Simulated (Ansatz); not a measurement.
A run for Ansatz (a program for electronic structure): U-PBE/def2-TZVPP on CF2 (SMILES F[C]F), 2S+1 = 3, atoms moved off the minimum.

Ansatz 0.2 input:
```yaml
crystal:
  periodic: [false, false, false]
  atoms:
    - {symbol: F, position_ang: [-1.09359169, -0.16919204, -0.06056232]}
    - {symbol: C, position_ang: [0.03479815, 0.44428797, -0.05629302]}
    - {symbol: F, position_ang: [1.15065376, -0.14622746, -0.06291354]}
basis:
  gaussian:
    orbitals: def2-TZVPP
hamiltonian:
  xc: {name: PBE}
magnetization: {spin_polarized: true, initial_magnetization: 2}
output: {forces: true}
```

The head of its log:

```
WARN ansatz: RAYON_NUM_THREADS=1 ignored (pool sized by the plan → 1); use --threads N
Functional definition: PBE
integrals: 0.01 GiB planned
492 factors; their error is unknown
mean field: 0.21 GiB planned
mean field evaluation 1: about -6461.3713 eV, gradient 1.7e1 eV
mean field evaluation 2: about -6461.5716 eV, gradient 1.6e1 eV
```

What total energy does the run end on?

-237.4879 hartree.
